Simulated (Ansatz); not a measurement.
Geometry optimisation, UKS BLYP/def2-SVP (Ansatz 0.2.0).

Input:

```yaml
crystal:
  periodic: [false, false, false]
  atoms:
    - { symbol: F, position_ang: [1.5101, -1.9359, -0.3008] }
    - { symbol: C, position_ang: [0.6435, -0.821, -0.1437] }
    - { symbol: "N", position_ang: [-0.4549, -0.6157, 0.585] }
    - { symbol: B, position_ang: [-0.6192, 0.8761, 0.3133] }
    - { symbol: Se, position_ang: [0.484, 0.7845, -1.1644] }
    - { symbol: H, position_ang: [-1.5214, 1.6479, 0.6644] }
magnetization:
  spin_polarized: true
basis:
  gaussian: { orbitals: def2-SVP }
hamiltonian:
  xc: blyp
relax:
  f_tol: 0.02
  max_steps: 50
```

Launched with:

```bash
$ ansatz run input.yaml --threads 2 --pin off --max-ram 3072MiB --backend cpu --events-out ev --progress --plain --runs-dir out
```

Where does it end, and by what steps?

The forces met the threshold. After 8 steps the energy has fallen by 1.437 eV; Se5 moved furthest, 0.24 Å.

```
step  energy less start (eV)  largest force component (eV/Å)  accepted
   0                  0.0000                           4.271       yes
   1                 -1.1232                           2.274       yes
   2                 -1.1409                           2.292       yes
   3                 -1.3669                           1.112       yes
   4                 -1.4265                           0.234       yes
   5                 -1.4350                           0.141       yes
   6                 -1.4372                           0.057       yes
   7                 -1.4373                           0.029       yes
   8                 -1.4374                           0.008       yes
```

```xyz
6
Properties=species:S:1:pos:R:3
F 1.326 -1.828 -0.304
C 0.561 -0.761 -0.140
N -0.354 -0.614 0.751
B -0.674 0.735 0.264
Se 0.675 0.874 -1.269
H -1.492 1.529 0.652
```

Time of the run: 23 s on 2 threads of Arm Neoverse V2, with other jobs on the host, peak memory 0.2 GiB.
